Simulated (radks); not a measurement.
The numbers below are computed, except where a source is named.
Sn3+, configuration [Kr] 4d10 5s1 (the NIST ground configuration). Code: a radial shooting solver on a logarithmic mesh with Libxc functionals. Model: Dirac Kohn-Sham, PBEsol, spin-unpolarised, spherical densities, point nucleus.

Normalised radial functions P(r) = r R(r) (large component), r in bohr:

r,4p1/2,4p3/2
0.001004,0.0025,0.0007
0.001339,0.0036,0.0012
0.001772,0.0052,0.0021
0.002364,0.0077,0.0036
0.003153,0.0117,0.0062
0.004171,0.0176,0.0104
0.005564,0.0272,0.0178
0.007421,0.0423,0.0299
0.009818,0.0646,0.0487
0.0131,0.0991,0.0790
0.01747,0.1490,0.1245
0.02311,0.2149,0.1866
0.03082,0.2985,0.2687
0.04078,0.3835,0.3567
0.05439,0.4451,0.4290
0.07255,0.4293,0.4333
0.09599,0.2832,0.3134
0.128,-0.0252,0.0289
0.1708,-0.4157,-0.3578
0.2259,-0.6701,-0.6414
0.3013,-0.5493,-0.5785
0.4019,0.0304,-0.0511
0.5318,0.7620,0.6741
0.7093,1.2113,1.1690
0.946,1.1076,1.1237
1.252,0.6828,0.7249
1.669,0.2784,0.3114
2.227,0.0714,0.0851
2.946,0.0109,0.0140
3.929,0.0007,0.0011
5.241,0.0000,0.0000
6.934,0.0000,0.0000

4p1/2: eigenvalue -124.30 eV, 2 radial nodes at r = 0.126, 0.397 bohr, <r> = 0.865 bohr, 90 % of the charge inside 1.27 bohr. 4p3/2: eigenvalue -116.69 eV, 2 radial nodes at r = 0.131, 0.410 bohr, <r> = 0.894 bohr, 90 % of the charge inside 1.32 bohr.
